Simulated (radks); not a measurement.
The numbers below are computed, except where a source is named.
Ionisation of the phosphorus ion P+, [Ne] 3s2 3p2, to [Ne] 3s2 3p1 as the strength of local exchange is varied. Code: a radial shooting solver on a logarithmic mesh with Libxc functionals. Model: scalar-relativistic Kohn-Sham, Slater X-alpha exchange (alpha = 2/3 is LDA exchange), no correlation, spin-polarised, spherical densities, point nucleus; open shells are filled with parallel spins first.

| alpha | E(P+) (hartree) | exchange (hartree) | IE (eV) | -e of the level emptied (eV) | <r> of it (bohr) |
|---|---|---|---|---|---|
| 0.617 | -337.85531 | -18.89750 | 18.215 | 13.463 (3p) | 2.169 |
| 0.649 | -338.83676 | -19.92457 | 18.625 | 13.853 (3p) | 2.150 |
| 0.667 | -339.38984 | -20.50433 | 18.858 | 14.074 (3p) | 2.139 |
| 0.705 | -340.55986 | -21.73306 | 19.355 | 14.546 (3p) | 2.118 |
| 1.003 | -349.84844 | -31.59430 | 23.466 | 18.501 (3p) | 1.965 |

NIST Atomic Spectra Database: 19.769 eV (semi-empirical). The Delta-SCF value meets it near alpha = 0.74. Open shells are spherical and high-spin; term and fine-structure splittings are not resolved.
